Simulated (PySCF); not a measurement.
CH3ISSe, SMILES CS[Se]I. Geometry: PBE-D3(BJ)/def2-SVP. This is a generated structure with no PubChem entry under its InChIKey; it may be hypothetical. The def2 effective core potentials stand for the cores of I; spin–orbit coupling is left out. The values are those of a single conformer.

Computed equilibrium geometry at PBE-D3(BJ)/def2-SVP (PySCF confirms it by a frequency run) as a Z-matrix (one conformer of several):
```
C
H 1 1.1059
H 1 1.1073 2 110.51
H 1 1.1089 2 109.91 3 -120.78
S 1 1.8295 2 111.08 4 -117.03
Se 5 2.1718 1 103.92 2 -57.87
I 6 2.6180 5 106.13 1 -82.02
```
Charge 0, spin multiplicity 1.
